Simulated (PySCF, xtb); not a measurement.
C₃H₇NSi, SMILES C=C=CN[SiH3].

xtb with GFN2-xTB at its own geometry gives an orbital gap of 4.00 eV and a dipole moment of 0.89 D.

Coordinates come from a ωB97X-D3(BJ)/def2-SVP optimisation. The structure was generated by enumeration, and PubChem lists no compound with its InChIKey, so it may never have been made. Other conformers were not sampled.

Q: What does HF/def2-TZVP run with PySCF give? (The exact figures need the calculation; the answer reports its results.)

A: gap 11.54 eV (levels -8.56 and 2.98 eV), dipole 1.23 D.
